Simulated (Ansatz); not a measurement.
Basis-set extrapolation for `C=C1O[Si]1(C)N` (PBE0-D4/def2-TZVP geometry, frozen core, the Gaussian-basis code of Ansatz). Multiplicity 1, RHF reference.

```
                      def2-TZVPP   def2-QZVPP
                 HF  -536.051164  -536.072266
    MP2 correlation    -1.054624    -1.129261
CCSD(T) correlation    -1.139188      not run
```

Energies in hartree. Use E(X) = E(∞) + A·exp(−7.88·√X) for Hartree–Fock and E(X) = E(∞) + B·X^(−2.97) for correlation, with X = 3 and 4, and add CCSD(T) minus MP2 of the smaller set to the MP2 limit.

Problem. What is the CCSD(T) energy at the basis-set limit?

Solution. HF limit: -536.072266 + (-0.021102) × 0.13774 = -536.07517. MP2 limit: -1.129261 + (-0.074637) × 0.74074 = -1.18455. Higher-order term: -1.139188 − (-1.054624) = -0.08456. Total: -537.34428 hartree, 4.19 eV below CCSD(T)/def2-TZVPP.
